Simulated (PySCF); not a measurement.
Al(H)2(OSiH3) (AlH5OSi), SMILES [O]([SiH3])[AlH2].

Coordinates come from a PBE0-D3(BJ)/def2-TZVP optimisation.

Computed with PySCF with r2SCAN/def2-TZVPD.

Gas-phase values at a fixed geometry.

Computed frontier levels, gap, dipole moment and polarisability:
| Property | Result |
|---|---|
| highest occupied level | -7.25 eV |
| lowest empty level | -1.58 eV |
| orbital gap | 5.67 eV |
| dipole moment | 0.45 D |
| quadrupole, principal values (traceless, Buckingham form, about the centre of nuclear charge) | -4.00, -1.38, 5.38 D·Å |
| mean static polarisability | 58.8 bohr³ (8.71 Å³) |
| polarisability, principal values | 52.3, 57.7, 66.5 bohr³ |
